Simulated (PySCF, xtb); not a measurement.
SnHF₃, SMILES [F][SnH]([F])[F].

Harmonic wavenumbers (cm⁻¹) from GFN2-xTB in xtb at its own minimum, in rising order: 107, 107, 122, 335, 335, 344, 452, 452, 1547.

**Question.** What does PySCF 2.14.0 with B3LYP-D3(BJ)/def2-SVP give at its own minimum? (An estimate is asked for; the answer gives what the named calculation found.)

**Answer.** 165, 165, 198, 531, 531, 645, 663, 663, 1987. Paired by order, the mean absolute difference is 194 cm⁻¹ and the zero-point energies are 5.4 and 7.9 kcal/mol.
